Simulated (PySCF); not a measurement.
## How methods differ on the electron affinity of In

In⁻ [Kr] 4d10 5s2 5p2 (3P) → In [Kr] 4d10 5s2 5p1 (2P), as a difference of total energies. Computed with PySCF 2.14 in def2-TZVPPD with the def2 core potential (28 electrons) (7s5p4d2f, 56 functions), with a scalar-relativistic core potential. Correlated levels: valence: 4s2 4p6 4d10 frozen; valence and next inner shell: nothing frozen outside the core potential. The calculations carry no spin-orbit coupling.

```csv
method,electron affinity (eV),difference from reference (eV)
UHF,-0.005,-0.389
LDA,0.492,+0.108
PBE,0.376,-0.008
PBE0,0.377,-0.007
r2SCAN,0.455,+0.071
revPBE,0.332,-0.052
MN15,0.357,-0.027
PBEsol,0.390,+0.006
M06-L,0.181,-0.203
MP2 (valence),0.251,-0.133
SCS-MP2 (valence),0.177,-0.207
MP2 (valence and next inner shell),0.258,-0.126
SCS-MP2 (valence and next inner shell),0.164,-0.220
```

Reference: 0.384 eV (measured; photodetachment measurements, as compiled on the Wikipedia data page of electron affinities).

The reference lies between the lowest fine-structure levels, while these numbers refer to the centres of the terms.

Errors of the correlated levels include the incompleteness of this basis and the frozen core.

A negative affinity means that the anion lies above the atom at that level of theory.

In the anion the highest occupied orbital energy is positive at LDA, PBE, PBE0, r2SCAN, revPBE, MN15, PBEsol, M06-L, a self-interaction effect; the basis confines that electron, and the energy difference can still be sensible.
